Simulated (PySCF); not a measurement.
Excitations are Tamm–Dancoff values on a coarser integration grid. The basis has no diffuse functions, so Rydberg states are missing or too high.

Cartesian coordinates (Å):
```xyz
5

I     -1.6398    -1.8034    -0.5963
Ge     0.0000     0.0000     0.0000
I     -1.1167     2.2397    -0.1832
I      1.9531    -0.0920    -1.5728
I      0.8033    -0.3443     2.3523
```
Charge 0, spin multiplicity 1.

### Question
Predict the S1 excitation (TDA), HOMO–LUMO gap, LUMO, dipole moment and HOMO from PBE-D3(BJ)/def2-TZVP // PBE0-D3(BJ)/def2-SVP run with PySCF.

### Answer

```json
{
 "S1 excitation (TDA)": "2.66 eV",
 "HOMO–LUMO gap": "2.53 eV",
 "LUMO": "-4.11 eV",
 "dipole_moment": "0.00 D",
 "HOMO": "-6.65 eV"
}
```
